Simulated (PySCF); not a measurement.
## Computed vibrations of [WOF3]−

[WOF3]− (singlet). PySCF 2.14.0, RKS B3LYP, W def2-SVP with ECP60, O def2-SVP, F def2-SVP; non-relativistic Hamiltonian with scalar-relativistic core potentials where named; density fitting; no spin-orbit coupling. Central differences of gradients.

```xyz
5

W     0.0657    0.0000   -0.0080
O     1.7652    0.0000    0.3215
F    -0.1264    1.8683   -0.2437
F    -1.8696    0.0000    0.2941
F    -0.1264   -1.8683   -0.2437
```

Run from Python with OMP_NUM_THREADS=2. Where DIIS fails, smearing, a level shift and second-order steps follow.
It took 39 s on 2 threads of Arm Neoverse V2, on a shared host.

Task: What are the harmonic wavenumbers and infrared intensities?

Result: Modes are labelled in Cs; negative numbers are unstable modes, those under 60 cm⁻¹ near the noise; a finer grid moves soft modes by up to 10 cm⁻¹.
```csv
cm⁻¹,km/mol,symmetry
88,0.5,a'
148,0.6,a'
186,27.1,a''
227,8.5,a'
318,1.3,a''
576,95.7,a'
647,192.1,a''
651,32.4,a'
986,169.2,a'
```

Task: Is this a minimum?

Result: Yes. Ideal gas at 298.15 K and 1 bar: S = 345.4 J/(mol K), Cp = 85.5 J/(mol K), H − H(0 K) = 18.8 kJ/mol (rigid rotor, harmonic modes, spin degeneracy alone).
